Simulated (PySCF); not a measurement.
Compound: Cl2GeH4Si.
SMILES: `[SiH3][GeH]([Cl])[Cl]`

The calculation used EOM-IP-CCSD/aug-cc-pVDZ in PySCF, restricted Hartree–Fock reference, frozen core, non-relativistic, gas phase, PBE0-D3(BJ)/def2-SVP geometry.

The vertical ionisation energies are 10.41, 11.35, 11.61, 11.69, 12.76, 12.92, 12.94, 13.64 eV.

Question: Which Hartree–Fock orbital leads each hole, and what is its Koopmans value −ε?

Answer: 
```tsv
leading hole (HF orbital)	Koopmans (eV)	EOM-IP-CCSD (eV)	change (eV)	one-hole share
HOMO	11.12	10.41	-0.71	0.96
HOMO-1	12.34	11.35	-0.99	0.95
HOMO-2	12.55	11.61	-0.94	0.95
HOMO-3	12.74	11.69	-1.05	0.95
HOMO-4	13.71	12.76	-0.95	0.94
HOMO-6	13.81	12.92	-0.89	0.94
HOMO-5	13.77	12.94	-0.83	0.94
HOMO-7	14.57	13.64	-0.93	0.94
```

Question: Does the order of the lines follow the orbital energies?

Answer: No: the HOMO-6 hole (12.92 eV) falls below the HOMO-5 hole (12.94 eV). The corrections run from -1.05 to -0.71 eV, with a mean of -0.91 eV over the 8 lines; no line lies above its Koopmans value. Koopmans values leave out both the relaxation of the orbitals and the change in correlation energy.

Question: At what kinetic energies would He I light (21.22 eV) eject these electrons?

Answer: 10.81 eV (HOMO), 9.87 eV (HOMO-1), 9.61 eV (HOMO-2), 9.53 eV (HOMO-3), 8.46 eV (HOMO-4), 8.30 eV (HOMO-6), 8.28 eV (HOMO-5), 7.58 eV (HOMO-7).

Question: What total energy has the lowest final state, and which wavelength reaches it?

Answer: E(CCSD) + ionisation energy = -3286.27772 + 0.38274 = -3285.89498 Eh, at the geometry of the initial state. The threshold wavelength is 1239.84 eV nm/10.41 eV = 119.1 nm.

Lines less than 0.15 eV apart could change places at a higher level. One root was sought for each valence orbital with −ε under 21 eV, eight at most, so deeper holes and satellites are missing; no vibrational structure.
